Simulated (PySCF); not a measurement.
Compound: C5H4FP.
Bonds: F1–C2, C2–C3 (aromatic), C3–C4 (aromatic), C4–P5 (aromatic), P5–C6 (aromatic), C6–C7 (aromatic), C2–C7 (aromatic). Hydrogens: H8 on C3; H9 on C4; H10 on C6; H11 on C7.

NICS = −σ at a ghost point: NICS(0) at the centroid of the ring atoms, NICS(1) 1 Å to either side along the normal of their mean plane, zz for the tensor component along that normal. Level: GIAO PBE0/pcSseg-1 (PySCF, non-relativistic, gas phase) on the GFN2-xTB geometry, one conformer.

Ring bond lengths (Å), with Mayer bond orders in brackets: C2–C3 1.384 (1.42), C3–C4 1.378 (1.45), C4–P5 1.736 (1.31), P5–C6 1.736 (1.31), C6–C7 1.378 (1.45), C7–C2 1.384 (1.42).

What do the NICS probes read (ppm)?

| ring | type | NICS(0) | NICS(1), two faces | NICS(1)zz, two faces | rms pucker (Å) | centre to ring atoms, mean (Å) |
| --- | --- | --- | --- | --- | --- | --- |
| C2–C3–C4–P5–C6–C7 | 6-membered ring with P; formal bonds all aromatic | -9.0 | -10.8 / -10.8 | -26.8 / -26.8 | 0.00 | 1.49 |

What do they say, and how far can they be read as aromaticity?

- C2–C3–C4–P5–C6–C7: mean NICS(1)zz -26.8 ppm, shielded.

And the bond-length index? HOMA = 1 − mean of α(R − Ropt)² over the ring bonds, with Krygowski's 1993 parameters (CC: Ropt 1.388 Å, α 257.7 Å⁻²; CP: Ropt 1.698 Å, α 118.91 Å⁻²).

- C2–C3–C4–P5–C6–C7: HOMA 0.93; the largest term is that of P5–C6, α(R − Ropt)² = 0.17.

Give the inner angles of the rings and the Hirshfeld charges of the ring atoms.

- C2–C3–C4–P5–C6–C7: C2 124.7° (+0.097 e), C3 122.0° (-0.058 e), C4 125.6° (-0.099 e), P5 100.1° (+0.081 e), C6 125.6° (-0.099 e), C7 122.0° (-0.058 e); sum 720.0° against 720° for a flat convex ring.

What are the shieldings of the ring atoms and their hydrogens in the same run (means over atoms taken as equivalent)?

```
  atoms               environment  σ isotropic (ppm)  principal values of the symmetric part, first atom (ppm)
     C2       aromatic C–F carbon               13.1                                         -68.2, 21.1, 86.4
C3 (×2)        aromatic CH carbon               59.0                                        -32.8, 40.7, 168.9
C4 (×2)        aromatic CH carbon               18.8                                       -147.2, 24.9, 178.9
     P5  phosphorus bonded to 2 C              110.4                                      -159.3, -36.5, 526.9
H8 (×2)         aromatic hydrogen              23.72                                          19.7, 24.2, 27.4
H9 (×2)         aromatic hydrogen              22.41                                          19.7, 20.6, 26.9
```
